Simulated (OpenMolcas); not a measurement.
# GeHF3 (SMILES [F][GeH]([F])[F]): methods side by side

The species is GeHF3 (5 atoms), meant as a singlet with charge 0. SMILES: `[F][GeH]([F])[F]`. Geometry: relaxed at PBE0-D4/def2-TZVP.

Quantity: the HOMO–LUMO gap, in eV. The values are calculated.

```json
{"level": "HF/aug-cc-pVDZ", "kind": "Hartree–Fock", "program": "OpenMolcas", "value (eV)": "16.75"}
{"level": "SVWN5/aug-cc-pVDZ", "kind": "LDA", "program": "OpenMolcas", "value (eV)": "7.68"}
{"level": "BLYP/aug-cc-pVDZ", "kind": "GGA", "program": "OpenMolcas", "value (eV)": "7.68"}
{"level": "PBE/aug-cc-pVDZ", "kind": "GGA", "program": "OpenMolcas", "value (eV)": "7.77"}
{"level": "M06-L/aug-cc-pVDZ", "kind": "meta-GGA", "program": "OpenMolcas", "value (eV)": "8.67"}
{"level": "r2SCAN/aug-cc-pVDZ", "kind": "meta-GGA", "program": "OpenMolcas", "value (eV)": "8.69"}
{"level": "B3LYP/aug-cc-pVDZ", "kind": "global hybrid", "program": "OpenMolcas", "value (eV)": "9.92"}
{"level": "M06-2X/aug-cc-pVDZ", "kind": "hybrid meta-GGA", "program": "OpenMolcas", "value (eV)": "13.00"}
```

All-electron rows without a relativistic Hamiltonian named are non-relativistic. The values span 7.68 to 16.75 eV. Orbital gaps aren't excitation energies; they tend to grow with the share of exact exchange.
